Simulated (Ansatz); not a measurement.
Basis sets compared for [WO3(OH)]- (WO4H⁻). Total charge -1; singlet. Geometry r2SCAN-D4/def2-SVPD. Ansatz on 4 threads of Arm Neoverse V1 on a shared host; times are rough, and most runs start from earlier orbitals.

Cartesian coordinates in Å:
```
W 0.220 0.320 0.244
O -0.110 2.049 0.235
O 0.022 -0.329 1.870
O 1.869 0.010 -0.291
O -1.045 -0.549 -0.975
H -0.955 -1.502 -1.083
```

In the def2 sets W takes a core potential; there is no spin–orbit coupling.

| level | functions | energy (Eh) | HOMO (eV) | LUMO (eV) | wall time |
| --- | --- | --- | --- | --- | --- |
| PBE-D4/def2-SVPD | 135 | -368.4325 | -1.65 | 2.74 | 1.2 s |
| PBE0-D4/def2-SVPD | 135 | -368.3298 | -3.21 | 3.39 | 1.4 s |

(1) Estimate the rows for PBE-D4/def2-TZVPD, PBE0-D4/def2-TZVPD.

Results:

(1) 
```csv
level,functions,energy (Eh),HOMO (eV),LUMO (eV),wall time
PBE-D4/def2-TZVPD,212,-368.7918,-1.55,2.55,1.9 s
PBE0-D4/def2-TZVPD,212,-368.6935,-3.09,3.12,2.5 s
```
